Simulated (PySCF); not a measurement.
Excitation energy of Cl⁺ by level of theory

Cl⁺ [Ne] 3s2 3p4 (3P) → Cl⁺ [Ne] 3s1 3p5, s spin flipped, as a difference of total energies. Computed with PySCF 2.14 in aug-cc-pCVTZ-DK with one added diffuse shell each of s, p, d, f type (9s8p6d4f, 91 functions), with scalar relativity by spin-free X2C-1e. Correlated levels: valence: [Ne] frozen. The calculations carry no spin-orbit coupling.

```
           method  excitation energy (eV)
              UHF                  17.930
    MP2 (valence)                  15.625
SCS-MP2 (valence)                  15.296
```

Q: How much does correlation contribute at MP2 (valence)?

A: 15.625 − (17.930) = -2.305 eV, measured against UHF.

The upper determinant mixes two multiplicities, so it lies between the two terms.

The coupled-cluster amplitudes are large for the upper state (T1 above 0.03 or a double amplitude above 0.15), so a single reference is strained.
